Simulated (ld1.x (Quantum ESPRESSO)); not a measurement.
## arsenic TM semilocal: all-electron and pseudo phase curves

| Property | Result |
| --- | --- |
| Element | As (Z = 33) |
| Generator | ld1.x (Quantum ESPRESSO) 7.5 |
| Type | norm-conserving Troullier–Martins (semilocal form) |
| Functional | PBEsol |
| Relativity | scalar-relativistic |
| Frozen core | [Ar] 3d10 |
| Valence charge | 5 |
| Reference configuration | 4s2 4p3 |
| Partial waves | 4s (bound): rc 1.60 bohr; 4p (bound): rc 1.80 bohr |
| Local potential | the p channel |
| Core correction | a·sin(br)/r model core inside 0.86 bohr |

The phase is arctan(r·u′/u) with u = r·R(r), unwrapped; energies in Ry, scanned from -3 to 5 Ry. A pole is an energy at which the radial function vanishes at the test radius. The pseudo phase is shifted by a multiple of π to meet the all-electron one at the reference energy, and phase errors are pseudo minus all-electron; the curves can meet again beyond the range given. Levels narrower than the energy grid can be missing from the lists of poles.

```tsv
channel	radius (bohr)	reference energy (Ry)	poles, all-electron	poles, pseudo	unbroken range about the reference energy with phases within 0.05 rad	phase error 1 Ry above the reference energy (rad)
s	1.96	-1.07	1.72	1.63	below 4.5	-0.002
p	1.96	-0.38	3.34	3.15	the whole range	-0.004
```

Phases in the p channel:

```tsv
E (Ry)	all-electron	pseudo
-3.00	1.198	1.196
-2.52	1.146	1.144
-2.04	1.071	1.069
-1.56	0.952	0.950
-1.08	0.742	0.740
-0.60	0.336	0.336
-0.12	-0.320	-0.320
0.36	-0.866	-0.869
0.84	-1.157	-1.163
1.32	-1.315	-1.321
1.80	-1.411	-1.419
2.28	-1.476	-1.486
2.76	-1.525	-1.537
3.24	-1.564	-1.578
3.72	-1.597	-1.614
4.20	-1.626	-1.648
4.68	-1.654	-1.682
```
